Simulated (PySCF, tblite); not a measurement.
Potential energy curve for BeH (cation, charge +1), singlet.

Methods: UCCSD = CCSD on UHF/cc-pVQZ in PySCF; RKS-CAM-B3LYP = restricted CAM-B3LYP/cc-pVQZ in PySCF; GFN2-xTB, 300 K electronic temperature (tblite).

Energies are in kcal/mol, each relative to the lowest point of its own curve near equilibrium.

```json
[
 {"R / Å": "0.99", "UCCSD": "32.3", "RKS-CAM-B3LYP": "33.0", "GFN2-xTB": "33.6"},
 {"R / Å": "1.07", "UCCSD": "15.7", "RKS-CAM-B3LYP": "16.2", "GFN2-xTB": "17.5"},
 {"R / Å": "1.13", "UCCSD": "7.9", "RKS-CAM-B3LYP": "8.3", "GFN2-xTB": "10.0"},
 {"R / Å": "1.19", "UCCSD": "3.1", "RKS-CAM-B3LYP": "3.4", "GFN2-xTB": "5.3"},
 {"R / Å": "1.26", "UCCSD": "0.4", "RKS-CAM-B3LYP": "0.5", "GFN2-xTB": "2.0"},
 {"R / Å": "1.28", "UCCSD": "0.1", "RKS-CAM-B3LYP": "0.1", "GFN2-xTB": "1.4"},
 {"R / Å": "1.33", "UCCSD": "0.0", "RKS-CAM-B3LYP": "0.0", "GFN2-xTB": "0.4"},
 {"R / Å": "1.36", "UCCSD": "0.4", "RKS-CAM-B3LYP": "0.4", "GFN2-xTB": "0.1"},
 {"R / Å": "1.40", "UCCSD": "1.3", "RKS-CAM-B3LYP": "1.3", "GFN2-xTB": "0.0"},
 {"R / Å": "1.47", "UCCSD": "3.7", "RKS-CAM-B3LYP": "3.8", "GFN2-xTB": "0.4"},
 {"R / Å": "1.54", "UCCSD": "7.1", "RKS-CAM-B3LYP": "7.3", "GFN2-xTB": "1.3"},
 {"R / Å": "1.66", "UCCSD": "14.0", "RKS-CAM-B3LYP": "14.6", "GFN2-xTB": "3.8"},
 {"R / Å": "1.79", "UCCSD": "22.4", "RKS-CAM-B3LYP": "23.6", "GFN2-xTB": "7.2"},
 {"R / Å": "1.99", "UCCSD": "34.9", "RKS-CAM-B3LYP": "37.9", "GFN2-xTB": "13.4"},
 {"R / Å": "2.17", "UCCSD": "44.8", "RKS-CAM-B3LYP": "50.2", "GFN2-xTB": "19.8"},
 {"R / Å": "2.40", "UCCSD": "54.8", "RKS-CAM-B3LYP": "64.3", "GFN2-xTB": "28.6"},
 {"R / Å": "2.67", "UCCSD": "62.9", "RKS-CAM-B3LYP": "78.2", "GFN2-xTB": "39.6"},
 {"R / Å": "2.93", "UCCSD": "67.8", "RKS-CAM-B3LYP": "88.9", "GFN2-xTB": "50.2"},
 {"R / Å": "3.28", "UCCSD": "71.2", "RKS-CAM-B3LYP": "99.8", "GFN2-xTB": "63.3"},
 {"R / Å": "3.63", "UCCSD": "72.6", "RKS-CAM-B3LYP": "107.6", "GFN2-xTB": "74.0"},
 {"R / Å": "4.01", "UCCSD": "73.1", "RKS-CAM-B3LYP": "113.2", "GFN2-xTB": "82.6"},
 {"R / Å": "4.65", "UCCSD": "73.4", "RKS-CAM-B3LYP": "118.5", "GFN2-xTB": "90.8"},
 {"R / Å": "5.26", "UCCSD": "73.5", "RKS-CAM-B3LYP": "120.9", "GFN2-xTB": "—"}
]
```

At the longest distance, 5.26 Å, RKS-CAM-B3LYP lies highest above its minimum (120.9 kcal/mol) and UCCSD lowest (73.5 kcal/mol).

Dashes: no converged value, or the column stops at the first point that the program doubted or that broke a chosen test of continuity, which isn't proof of a fault.

The unrestricted determinant behind UCCSD is spin-contaminated at 1.66 to 5.26 Å (<S²> up to 1.0, against 0.00 for a pure singlet). At the longest distance RKS-CAM-B3LYP leaves fractional charges on the fragments, a sign of delocalisation error or of the restricted form. The restricted form behind RKS-CAM-B3LYP keeps the bonding electrons paired and can't separate into open-shell fragments.
